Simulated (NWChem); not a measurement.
Species: GaHSeF$_{2}$; SMILES [F][Ga]([F])[SeH]

Results from NWChem. Pople sets run with spherical d functions. This build's default masses of Se (78.918 u) and Br (79.917 u) are each other's, which moves their modes by up to 0.6 %. Each level has its own optimisation; frequencies are unscaled. One conformer.

```csv
level,r Ga–Se (Å),r H–Se (Å),highest harmonic frequency (cm⁻¹),lowest (cm⁻¹),zero-point energy (kcal/mol),dipole (D)
Hartree-Fock/STO-3G,2.204,1.439,2892,111,8.8,0.46
B3LYP/6-31G*,2.320,1.482,2409,111,7.8,2.35
PBE-D3(BJ)/def2-SVP,2.309,1.486,2363,105,7.6,2.38
```
